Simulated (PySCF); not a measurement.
# Al (aluminium, neutral) across methods

[Ne] 3s1 3p1 3d1, one real determinant (an excited configuration). Computed with PySCF 2.14 in dyall-av3z, with scalar relativity by spin-free X2C-1e.

```csv
method,E (hartree),mean ε 3s α (eV),mean ε 3p α (eV),mean ε 3d α (eV),Σ⟨r²⟩ (bohr²),⟨S²⟩
wB97M-V,-242.4649,-14.625,-8.184,-1.562,58.16,3.750
PBE,-242.3719,-11.454,-5.879,-0.734,59.54,3.750
TPSS,-242.5199,-11.494,-5.954,-0.677,59.63,3.750
r2SCAN,-242.4762,-11.761,-6.112,-0.642,59.70,3.750
TPSSh,-242.5116,-11.978,-6.341,-0.781,59.95,3.750
UHF,-242.03538,-16.053,-9.660,-1.495,63.46,3.750
BHandHLYP,-242.4949,-13.783,-7.677,-1.044,61.96,3.750
LDA,-241.4437,-11.527,-5.812,-0.653,58.93,3.750
```

(1) Estimate the same row for PBE0.

⟨L²⟩ = 8.01 against 12 for a pure F term, so this real determinant mixes terms. The outer electron is Rydberg-like, and this basis confines it to a smaller radius and binds it less than a complete one would.

Results:

(1) E (hartree) = -242.3887; mean ε 3s α (eV) = -12.709; mean ε 3p α (eV) = -6.899; mean ε 3d α (eV) = -1.000; Σ⟨r²⟩ (bohr²) = 60.46; ⟨S²⟩ = 3.750.
